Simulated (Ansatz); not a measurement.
`NB[SiH2]Cl` + SiH₄ → `NB[SiH2][SiH3]` + HCl  (formal exchange of groups at the Si–Cl bond)

Program: Ansatz. Geometries: PBE0-D4/def2-TZVP. ΔE: electronic, gas phase. CBS: MP2 limit from def2 TZ/QZ plus the TZ coupled-cluster correction, frozen cores. This one scheme is used for every species. Functionals use def2-TZVPP. B3LYP here is the variant with VWN-RPA as its local correlation; programs differ in this. Each species was taken in one conformer, which may not be the lowest.

```csv
level,ΔE (kcal/mol),difference from CCSD(T)/CBS
PBE-D4,17.1,-3.8
r2SCAN-D4,19.9,-1.0
PBE0-D4,18.4,-2.5
B3LYP-D4,21.1,0.2
ωB97X-V,21.1,0.2
ωB97M-V,22.2,1.3
B2PLYP,22.2,1.3
PBE,17.6,-3.3
r2SCAN,20.1,-0.8
PBE0,18.8,-2.1
B3LYP,21.8,0.9
HF/def2-TZVPP,26.4,5.5
MP2/def2-TZVPP,22.4,1.5
SCS-MP2/def2-TZVPP,23.1,2.2
CCSD/def2-TZVPP,20.9,0.0
CCSD(T)/def2-TZVPP,20.2,-0.7
HF/def2-QZVPP,26.6,5.7
MP2/def2-QZVPP,22.8,1.9
SCS-MP2/def2-QZVPP,23.6,2.7
HF/CBS(def2),26.6,5.7
MP2/CBS(def2),23.1,2.2
CCSD/CBS(def2),21.6,0.7
CCSD(T)/CBS,20.9,0
```

Largest T1 diagnostic among the species: 0.014.

The D4 term adds −0.7 kcal/mol with B3LYP and −0.5 kcal/mol with PBE0; it sums over pairs of atoms, weighted by their polarisabilities, and B3LYP, whose exchange is more repulsive, gets the larger term. In def2-TZVPP, CCSD(T) changes the Hartree–Fock value by −6.2 kcal/mol (the triples alone add −0.7 kcal/mol) and MP2 by −4.0 kcal/mol.
